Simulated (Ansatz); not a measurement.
Compare A (`CC1=NB1`) with its isomer B (`CB1C=N1`).

Program: Ansatz. Geometries: PBE0-D4/def2-TZVP. ΔE: electronic, gas phase. CBS: MP2 limit from def2 TZ/QZ plus the TZ coupled-cluster correction, frozen cores. DFT in def2-TZVPP. B3LYP here is the variant with VWN-RPA as its local correlation; programs differ in this.

Which isomer does CCSD(T)/CBS put lower? Give the gap. (An estimate is asked.)

The calculation gave: B, by 17.1 kJ/mol.

Give E(B) − E(A) in kJ/mol with B3LYP, HF/def2-TZVPP, BLYP-D4, CCSD(T)/def2-TZVPP, ωB97M-V, CCSD/def2-TZVPP, LDA (SPW92). (Estimate.)

The calculation gave: B3LYP -15.7, HF/def2-TZVPP -14.1, BLYP-D4 -14.6, CCSD(T)/def2-TZVPP -17.8, ωB97M-V -17.2, CCSD/def2-TZVPP -18.0, LDA (SPW92) -13.2. None reverses the order clearly.

Does the order hold for the free energy at 298.15 K (harmonic terms from PBE0-D4)? (Best estimate.)

Computed: Yes: G(B) − G(A) = -19.1 kJ/mol. Modes under 60 cm⁻¹, often nearly free rotors, make the harmonic entropy too high.

Largest T1 diagnostic: 0.011.

Leaving LDA and LC-ωPBE aside and taking each functional with its dispersion term where it has one, the values, not all of them listed here, spread over 4.9 kJ/mol, from B97M-V to BLYP-D4.
